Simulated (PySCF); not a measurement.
Compound: C4H2AlF.
Bonds: C1–C2 (triple), C2–C3, C3–C4 (triple), C4–Al5, Al5–F6. Hydrogens: H7 on C1; H8 on Al5.

Method: PySCF, PBE/6-31+G* geometry optimisation, gas phase; density fitting, grid level 1; the optimiser is geomeTRIC in internal coordinates, started from a GFN2-xTB structure.

Step 0: E = -13480.7889 eV
```
atom  x, y, z in Å  |  force x, y, z in eV/Å
C1      3.2556   -0.2622    0.6564    1.135  -0.022   0.147
C2      2.0588   -0.2356    0.5092   -1.834   0.030  -0.241
C3      0.7120   -0.2092    0.3396    1.351  -0.056   0.179
C4     -0.5018   -0.1944    0.1870   -2.151   0.215  -0.281
Al5    -2.4175   -0.1538   -0.0463    1.298  -0.396   0.186
F6     -3.2534    1.2478   -0.2612   -0.396   1.140  -0.138
H7      4.2961   -0.2825    0.7864    1.090  -0.023   0.135
H8     -3.2893   -1.3990   -0.0491   -0.493  -0.888   0.013
```

Step 1: E = -13480.9148 eV
```
atom  x, y, z in Å  |  force x, y, z in eV/Å
C1      3.2570   -0.2726    0.6623    0.213   0.015   0.013
C2      2.0425   -0.2152    0.4982   -0.081  -0.079   0.026
C3      0.6941   -0.1710    0.3247   -0.012   0.103  -0.044
C4     -0.5356   -0.1106    0.1601   -0.043  -0.167   0.039
Al5    -2.4259   -0.1887   -0.0413   -0.116   0.102  -0.045
F6     -3.1866    1.3081   -0.2518   -0.025  -0.130   0.012
H7      4.3231   -0.3197    0.8043   -0.043   0.002  -0.006
H8     -3.3080   -1.5193   -0.0344    0.107   0.154   0.005
```

Question: Estimate the geometry and energy of step 2. (The exact step hangs on the optimiser's Hessian estimate; all steps are aligned on step 1, rigid shifts and turns removed.)

Answer: E = -13480.9190 eV, largest force 0.091 eV/Å
```
atom  x, y, z in Å  |  force x, y, z in eV/Å
C1      3.2659   -0.2831    0.6650   -0.006   0.017  -0.012
C2      2.0495   -0.2268    0.5018   -0.008  -0.056   0.021
C3      0.7000   -0.1739    0.3251    0.009   0.082  -0.032
C4     -0.5300   -0.1077    0.1588   -0.012  -0.025   0.013
Al5    -2.4219   -0.1602   -0.0517   -0.085   0.013   0.014
F6     -3.2653    1.2895   -0.2559    0.083  -0.037   0.006
H7      4.3312   -0.3275    0.8058    0.002  -0.002   0.001
H8     -3.2690   -1.4992   -0.0269    0.017   0.010  -0.011
```

The energy changes by -0.0042 eV. The first-order estimate −F·Δx gives -0.0153 eV and the mean of the old and new forces, exact on a quadratic surface, -0.0051 eV. The step makes an angle of 69° with the force vector and moves no atom by more than 0.081 Å.

What follows is the cost of the whole optimisation. Hardware: Arm Neoverse V2, one thread, shared host with 192 logical CPUs at a one-minute load of 13. Cost: 45 s wall, 0.54 GiB resident at most.
